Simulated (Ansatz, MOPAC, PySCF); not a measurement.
Noncovalent pair: C2H2 (SMILES C#C) (first 4 atoms) with CH2F2 (SMILES FCF); geometry from B3LYP-D3(BJ)/def2-TZVP, rigid monomers moved along the line of their centres of mass till H4···F5 is 2.23 Å.
(charge 0, multiplicity 1):
```xyz
9

C      0.59923     0.01699    -0.69718
C     -0.35212    -0.06359     0.02537
H      1.43728     0.08577    -1.34714
H     -1.18549    -0.13471     0.68289
F     -1.05937     0.17065     2.89246
C      0.26710     0.14311     3.22690
F      0.50403    -0.99220     3.93820
H      0.47861     1.00613     3.85961
H      0.85335     0.11651     2.30810
```

Interaction energies are E(AB) − E(A) − E(B) at the monomers' geometry in the complex; basis-set methods are counterpoise corrected. Rows marked so take none.

Rows in 3-21G carry no dispersion term and start afresh at each structure. The state reached by PM7 isn't checked; PM7 holds dispersion and hydrogen-bond terms.

Run with Ansatz (an electronic-structure program) with Gaussian orbitals; MOPAC for PM7 (differences of heats of formation); PySCF for 3-21G rows, the dispersion terms. 

Question: One of these levels gives 20.3 meV for the interaction energy. Which?
A) PM7
B) B3LYP/3-21G (no counterpoise)
C) HF/aug-cc-pVDZ
D) r2SCAN-D4/def2-TZVPPD

Answer: C, HF/aug-cc-pVDZ. The others give 43.2 (PM7), -67.7 (r2SCAN-D4/def2-TZVPPD), -236.4 (B3LYP/3-21G (no counterpoise))
